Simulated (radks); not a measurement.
The numbers below are computed, except where a source is named.
Question: Ionisation of the praseodymium ion Pr2+, [Xe] 4f3, to [Xe] 4f2 as the strength of local exchange is varied. Level of theory: scalar-relativistic Kohn-Sham, Slater X-alpha exchange (alpha = 2/3 is LDA exchange), no correlation, spin-polarised, spherical densities, finite nucleus; open shells are filled with parallel spins first (spin-orbit coupling, left out, can overturn this in heavy ions); Fermi nuclear charge, rms radius 4.8919 fm (a radial shooting solver on a logarithmic mesh with Libxc functionals).

alpha  E(Pr2+) (hartree)  exchange (hartree)  IE (eV)  -e of the level emptied (eV)  <r> of it (bohr)
0.575         -9195.9361           -174.5793   18.610                   11.358 (4f)             1.199
0.641         -9216.0615           -195.0503   20.287                   12.757 (4f)             1.155
0.667         -9224.0019           -203.1382   20.969                   13.338 (4f)             1.139
0.709         -9236.8433           -216.2313   22.094                   14.307 (4f)             1.116
0.909         -9298.2377           -279.0530   27.824                   19.397 (4f)             1.030
0.919         -9301.3180           -282.2146   28.125                   19.670 (4f)             1.026
0.992         -9323.8344           -305.3532   30.367                   21.711 (4f)             1.001
?             -9250.3155           -229.9850   23.303                   15.362 (4f)             1.094

Which alpha was used in the last row?

Answer: alpha = 0.753. NIST Atomic Spectra Database: 21.624 eV (measured). The Delta-SCF value meets it near alpha = 0.69. Open shells are spherical and high-spin; term and fine-structure splittings are not resolved. Spin-orbit splitting is averaged out at the scalar-relativistic level.
